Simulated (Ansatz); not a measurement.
Consider the ligand exchange at a Ge–N bond: `F[SiH](Cl)[NH][GeH2][Cl]` + CH₃NH₂ → `C[NH][GeH2][Cl]` + `N[SiH](F)Cl`.

Isolated molecules relaxed with PBE0-D4/def2-TZVP in Ansatz; ΔE leaves out vibrations. CCSD(T)/CBS is the MP2 limit (def2-TZVPP, def2-QZVPP) plus CCSD(T) − MP2 in def2-TZVPP, frozen cores. Functionals use def2-TZVPP. B3LYP here is the variant with VWN-RPA as its local correlation; programs differ in this. For Ge outer-core shells are correlated without core-valence functions, which leaves a few kJ/mol of doubt a bond. Scalar relativity is left out up to krypton. Each species was taken in one conformer, which may not be the lowest.

`F[SiH](Cl)[NH][GeH2][Cl]`:

```xyz
10

F    -1.649    1.288    1.699
Si   -0.675    1.384    0.445
Cl    1.164    1.843    1.192
N    -0.573   -0.082   -0.398
Ge    0.653   -1.435   -0.246
Cl    2.297   -1.065   -1.591
H    -1.189    2.470   -0.407
H    -1.237   -0.212   -1.148
H    -0.009   -2.732   -0.717
H     1.216   -1.459    1.172
```

CH₃NH₂:

Cartesian coordinates in Å:
```
C 0.225 0.108 -0.510
N -0.472 0.134 0.764
H 0.767 -0.823 -0.732
H 0.946 0.928 -0.545
H -0.490 0.278 -1.318
H 0.176 -0.012 1.528
H -1.153 -0.613 0.814
```

`C[NH][GeH2][Cl]`:

```xyz
10

C    -1.370    0.370    0.070
N    -0.077    0.283    0.726
Ge    1.394   -0.161   -0.237
Cl    1.227   -2.149   -1.116
H    -1.800   -0.603   -0.197
H    -2.081    0.896    0.712
H    -1.274    0.953   -0.850
H    -0.133   -0.183    1.620
H     1.508    0.797   -1.425
H     2.606   -0.202    0.697
```

`N[SiH](F)Cl`:

Cartesian coordinates in Å:
```
N 1.064 0.118 0.069
Si -0.600 -0.149 0.060
F -1.130 -0.981 -1.192
Cl -1.527 1.664 -0.046
H 1.492 0.855 -0.467
H 1.715 -0.607 0.321
H -1.014 -0.900 1.256
```

(1) Is it downhill or uphill in electronic energy at CCSD(T)/CBS, and by how much? (An estimate is asked.)

(2) What do these levels give: PBE-D4, PBE0-D4, ωB97X-V, r2SCAN, PBE0, B3LYP, HF/def2-TZVPP, MP2/def2-TZVPP, SCS-MP2/def2-TZVPP, CCSD/def2-TZVPP, SCS-MP2/def2-QZVPP, MP2/CBS(def2)? (An estimate is asked.)

Largest T1 diagnostic among the species: 0.011.

Results:

(1) Computed: Nearly level: ΔE = +2.3 kJ/mol.

(2) Computed: PBE-D4 -0.8, PBE0-D4 1.4, ωB97X-V 1.4, r2SCAN -1.6, PBE0 -1.8, B3LYP -3.9, HF/def2-TZVPP 1.6, MP2/def2-TZVPP 2.7, SCS-MP2/def2-TZVPP 3.0, CCSD/def2-TZVPP 3.3, SCS-MP2/def2-QZVPP 2.2, MP2/CBS(def2) 1.4 kJ/mol.

The D4 term adds +5.5 kJ/mol with B3LYP and +3.3 kJ/mol with PBE0; it sums over pairs of atoms, weighted by their polarisabilities, and B3LYP, whose exchange is more repulsive, gets the larger term.
